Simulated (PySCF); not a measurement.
C6H13O3 (SMILES CO[CH]COCCOC), doublet, geometry from GFN2-xTB. Base run: PySCF with PBE0/STO-3G.

PySCF was given this input:
```python
from pyscf import gto, scf, dft

mol = gto.M(
    atom='''
C     3.00650453    1.00542928   -0.75041747
O     3.01894714   -0.34964243   -1.12331354
C     2.27916703   -1.22461918   -0.38696747
C     1.36481069   -0.82777965    0.70139829
O     0.23148042   -0.10828951    0.18727885
C    -0.70117779    0.23716826    1.17824788
C    -1.93992059    0.82295929    0.50953329
O    -2.81811743   -0.22391593    0.17817916
C    -3.93074547    0.20535271   -0.56073339
H     3.54485106    1.53987787   -1.53207628
H     3.51795192    1.15941075    0.20677616
H     1.98306070    1.38332931   -0.67761893
H     2.15798165   -2.16375884   -0.89555511
H     1.01153598   -1.73103614    1.21675663
H     1.87054181   -0.18290689    1.44127751
H    -0.26158487    0.97404097    1.87093436
H    -0.99999943   -0.65044611    1.75345677
H    -1.63061074    1.36767616   -0.39435006
H    -2.43758327    1.53037026    1.19279443
H    -4.52381770    0.93858039    0.00177367
H    -3.62735417    0.65675122   -1.51357649
H    -4.53528418   -0.67817003   -0.75411518
''',
    basis='sto-3g',
    spin=1,
    verbose=4,
)

mf = dft.UKS(mol)
mf.xc = 'pbe0'
mf.kernel()
mf.analyze()
```

The base run was repeated with changes; each row names its change, and settings that it needs were set with it.

```
change                                                                                                                  ΔE vs base (mEh)  fitting functions  dipole (D)
----------------------------------------------------------------------------------------------------------------------  ----------------  -----------------  ----------
base                                                                                                                               0.000                  -        2.13
auxbasis = cc-pvtz-jkfit                                                                                                          -0.372               1101        2.13
auxbasis = even-tempered beta=1.6                                                                                                 -8.433                721        2.14
auxbasis = autoaux                                                                                                                -9.184                685        2.14
auxbasis = def2-universal-jkfit                                                                                                   -2.584                915        2.13
auxbasis = even-tempered beta=3.0                                                                                                -20.148                336        2.14
only_dfj = on; auxbasis = def2-universal-jfit                                                                                     -4.807                584        2.13
exchange = seminumerical (SGX) (with mf = sgx.sgx_fit(mf, auxbasis='def2-universal-jfit'); with mf.with_df.dfj = True)            -4.798                584        2.13
auxbasis = cc-pvtz-ri                                                                                                             -2.396               1119        2.13
auxbasis = def2-tzvp-ri                                                                                                           -2.149                879        2.13
```

A fitting set is made for a task (jfit for Coulomb, jkfit for Coulomb and exchange, ri for correlation) and for a family of orbital bases.

Open shells are given as the SCF converged; they aren't shown to be the lowest states, and a large step between rows can be another state.
